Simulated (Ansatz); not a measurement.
Ansatz results at the PBE0-D4/def2-TZVP geometry: LUMO energy (PBE/def2-TZVPP) -1.90 eV; HOMO–LUMO gap (B3LYP/def2-TZVPP) 5.74 eV; HOMO energy (PBE/def2-TZVPP) -5.53 eV.

Each molecule was computed in one conformer, which needn't be the lowest.

Which molecule gave them?
A. `CNC1(O)C=N1`
B. `C=NC(=N)OC`
C. `CC[SiH2]S`
D. `COCN=C=N`

A. The others give `CC[SiH2]S`: -0.47, 7.17, -6.06; `COCN=C=N`: -0.24, 7.83, -6.22; `C=NC(=N)OC`: -2.56, 5.87, -6.47.

B3LYP here is the variant with VWN-RPA as its local correlation; programs differ in this.
